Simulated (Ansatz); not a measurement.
Mulliken charges of CH₅O₃Y (`C[O][Y]([OH])[OH]`) from ωB97M-V/def2-TZVPP in Ansatz (PBE0-D4/def2-TZVP geometry).

```
atom   x (Å)   y (Å)   z (Å)  charge (e)
  C1  -1.033   1.936   0.262      -0.151
  O2  -0.394   0.719   0.102      -0.553
  Y3   0.565  -1.050  -0.140       1.251
  O4  -0.425  -2.784   0.222      -0.573
  O5   2.504  -1.060  -0.741      -0.572
  H6  -0.377   2.776  -0.007       0.099
  H7  -1.354   2.087   1.302       0.096
  H8  -1.931   2.003  -0.368       0.096
  H9  -0.885  -3.599   0.392       0.153
 H10   3.413  -1.081  -1.021       0.153
```

Task: By hand: the dipole of these point charges (1 e Å = 4.8032 D).

Result: Σ q r = (-0.074, 0.149, 0.018) e Å, of length 0.167 e Å = 0.80 D.

Task: How does the dipole of the full density compare? (An estimate is asked.)

Result: The calculation gave: (0.036, -0.066, -0.009) e Å, 0.36 D; the point charges give 2.22 times that, at 178° from its direction, so they point the opposite way.

Point charges leave out the atoms' own dipoles, such as those of lone pairs, and Mulliken's split depends on the basis, so the two needn't agree.
